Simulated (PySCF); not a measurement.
A structure optimised at ωB97X-D3(BJ)/def2-SVP, used in a PySCF frequency run:

```
Si
O 1 1.6507
C 2 1.4105 1 123.25
H 3 1.1007 2 108.63 1 -178.56
H 3 1.1038 4 108.63 2 -121.26
H 3 1.1062 4 108.21 5 -117.49
O 1 1.6602 2 108.34 3 56.93
C 7 1.4056 1 125.83 2 -156.94
H 8 1.1013 7 108.93 1 161.52
H 8 1.1053 9 108.00 7 -121.30
H 8 1.1066 9 108.12 10 -116.75
H 1 1.4840 2 106.02 3 177.88
H 1 1.4975 12 111.03 2 -121.33
```

**Question.** Write its SMILES and formula.

**Answer.** CO[SiH2]OC, C₂H₈O₂Si

**Question.** What are its rotational constants (standard atomic weights)?

**Answer.** 8.4978, 2.2499, 1.9242 GHz
